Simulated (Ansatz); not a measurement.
`BC[SiH2][SiH3]` → `B[SiH2][SiH3]` + `[CH2]` (triplet)  (formal loss of a carbene)

Computed with Ansatz on PBE0-D4/def2-TZVP structures; ΔE is electronic, products minus reactants. CCSD(T)/CBS adds triple-zeta CCSD(T) − MP2 to the extrapolated MP2 energy (def2 sets, frozen cores). This one scheme is used for every species. Functionals use def2-TZVPP. Triplets are unrestricted, without spin–orbit coupling. Each species was taken in one conformer, which may not be the lowest.

`BC[SiH2][SiH3]`:

```xyz
13

B    -1.562   -0.171   -1.000
C    -0.576    0.996   -1.089
Si    1.030    0.305   -0.326
Si    0.668   -0.767    1.725
H    -2.236   -0.319   -0.019
H    -1.616   -1.001   -1.862
H    -0.824    1.861   -0.468
H    -0.290    1.308   -2.097
H     1.969    1.443   -0.124
H     1.664   -0.653   -1.271
H    -0.064    0.135    2.656
H     1.971   -1.134    2.343
H    -0.134   -2.005    1.533
```

`B[SiH2][SiH3]`:

Cartesian coordinates in Å:
```
B -1.047 1.329 -0.864
Si -0.462 -0.566 -0.715
Si 1.043 -0.509 1.097
H -1.968 1.740 -0.221
H -0.426 2.113 -1.518
H 0.286 -1.082 -1.895
H -1.542 -1.529 -0.363
H 0.348 -0.064 2.334
H 2.159 0.434 0.816
H 1.610 -1.864 1.329
```

`[CH2]` (triplet):

Cartesian coordinates in Å:
```
C -0.081 0.257 -0.058
H 0.471 0.196 0.867
H -0.390 -0.453 -0.809
```

Question: Is it downhill or uphill in electronic energy at CCSD(T)/CBS, and by how much? (Estimate.)

Answer: Computed: Uphill: ΔE = +508.5 kJ/mol.

Question: What do these levels give: revPBE, BLYP, BHLYP, LC-ωPBE, CCSD/def2-TZVPP, CCSD(T)/def2-TZVPP? (An estimate is asked.)

Answer: Computed: revPBE 472.7, BLYP 479.4, BHLYP 480.0, LC-ωPBE 496.1, CCSD/def2-TZVPP 483.5, CCSD(T)/def2-TZVPP 495.6 kJ/mol.

Largest T1 diagnostic among the species: 0.014.

At CCSD(T), def2-SVP lies −26.7 kJ/mol from the extrapolated value and def2-TZVPP −12.8 kJ/mol. In def2-TZVPP, CCSD(T) changes the Hartree–Fock value by +140.1 kJ/mol (the triples alone add +12.1 kJ/mol) and MP2 by +161.1 kJ/mol.
